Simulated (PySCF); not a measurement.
**Correlation energy of Mn⁺ (manganese, charge +1)**

[Ar] 3d5 4s1, high-spin 7S determinant. Calculation: PySCF 2.14, in def2-QZVPPD; the non-relativistic Hamiltonian (point nucleus). Frozen: [Ar]; 6 electrons correlated.

```csv
level,correlation energy (mhartree)
CCSD,-94.37
(T),-1.47
CCSD(T),-95.84
```

Diagnostics: T1 = 0.0084, D1 = 0.0203, largest double amplitude 0.013.

Cost of the coupled-cluster step: about 29 core-seconds, for 6 correlated electrons.
